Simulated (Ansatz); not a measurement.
Born–Oppenheimer molecular dynamics of C2H10BClSi2 (16 atoms, charge 0, multiplicity 1). It starts from a relaxed structure.

Computed with RKS PBE/STO-3G (Ansatz).

```json
{
 "ensemble": "NVE (velocity Verlet)",
 "time step": "0.5 fs",
 "steps asked": "149",
 "starting velocities drawn for": "500 K",
 "seed": "967681"
}
```

First frame:

```xyz
16
Properties=species:S:1:pos:R:3
C 0.829 -2.122 -0.057
Si 1.212 -0.675 -1.205
B 0.606 1.065 -0.480
Cl 0.809 2.526 -1.526
C -0.068 1.271 0.906
Si -1.954 1.033 0.729
H 1.205 -3.070 -0.477
H -0.256 -2.236 0.102
H 1.299 -1.987 0.932
H 0.593 -0.924 -2.502
H 2.654 -0.623 -1.428
H 0.089 2.283 1.325
H 0.272 0.523 1.646
H -2.244 -0.291 0.203
H -2.504 2.038 -0.167
H -2.564 1.168 2.044
```

Q: How far do the bonds stretch over the last three quarters of this one trajectory? (Pairs bonded in most of those frames.)

A: 
```
   bond  mean (Å)  spread (Å)  shortest  longest
 C1–Si2     1.886       0.039      1.84     1.96
  C1–H7     1.104       0.015      1.08     1.13
  C1–H8     1.106       0.007      1.09     1.12
  C1–H9     1.105       0.004      1.10     1.12
 Si2–B3     1.984       0.018      1.96     2.02
Si2–H10     1.458       0.015      1.44     1.48
Si2–H11     1.465       0.015      1.44     1.49
 B3–Cl4     1.811       0.014      1.79     1.84
  B3–C5     1.565       0.016      1.53     1.59
 C5–Si6     1.909       0.030      1.87     1.96
 C5–H12     1.110       0.021      1.07     1.15
 C5–H13     1.109       0.035      1.06     1.17
Si6–H14     1.455       0.018      1.42     1.49
Si6–H15     1.473       0.070      1.36     1.57
Si6–H16     1.459       0.023      1.42     1.49
```

Mean temperature of the second half: 269 K. The conserved energy stayed within 0.28 meV per atom of its start (net change 0.18 meV per atom), so the integration is sound. The temperature averaged 0.54 of the 500 K drawn at the start: a run that starts near a minimum puts about half its kinetic energy into the potential. A run of 0.074 ps of so small a system gives no equilibrium averages. Limits of this set-up: minimal basis.

The run took 6.6 min on 1 thread of Intel(R) Xeon(R) Platinum 8559C (Emerald Rapids) (shared host), peak memory 0.12 GiB.
